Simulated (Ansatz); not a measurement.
Ideal-gas functions of BH₆NSn, SMILES `[BH2][SnH2][NH2]` at 500 K and 1 bar, from an Ansatz frequency run at PBE0-D4/def2-TZVP.

Molar mass 149.58 g/mol, point group C1 (symmetry number 1), electronic degeneracy 1, moments of inertia 47.806, 99.362, 138.241 u Å². Harmonic wavenumbers (cm⁻¹, unscaled): 111, 125, 155, 301, 494, 506, 531, 570, 638, 663, 718, 862, 880, 1153, 1570, 1863, 1930, 2594, 2692, 3537, 3631.

Use S(trans) = R[1.5 ln M + 2.5 ln T − 1.1517]; rotational temperatures θ = 24.2544 K / I; S(rot) = R[ln(√π/σ · √(T³/θAθBθC)) + 1.5]; for each mode x = 1.438777 ν̃/T, S = R[x/(eˣ − 1) − ln(1 − e⁻ˣ)] and H = RT x/(eˣ − 1); 1 cm⁻¹ = 0.0119627 kJ/mol; R = 8.31446 J/(mol·K).

Question: By hand: the entropy, in J/(mol·K).

Answer: Translation 182.1. Rotation: θ = 0.5074, 0.2441, 0.1755 K, giving 110.7. Vibration, mode by mode: 17.84, 16.86, 15.10, 9.76, 6.06, 5.89, 5.55, 5.07, 4.34, 4.10, 3.62, 2.61, 2.51, 1.34, 0.51, 0.25, 0.21, 0.04, 0.03, 0.00, 0.00, in all 101.7. Electronic 0.0. Sum 394.5 J/(mol·K).

Question: By hand: H − E and G − E in kJ/mol, counted from the electronic energy.

Answer: Zero-point energy ½ × 25524 × 0.0119627 = 152.7; thermal vibration 26.9; translation, rotation and pV give 4 RT = 16.6. H − E = 196.2 kJ/mol, and G − E = 196.2 − 500 × 394.5/1000 = -1.1 kJ/mol.

Vibration gives 26 % of the entropy, 34.7 J/(mol·K) of it from the modes under 150 cm⁻¹: soft modes count most, and the harmonic formula is weakest for them. The sum counts one conformer and one mirror image; others add a mixing term.
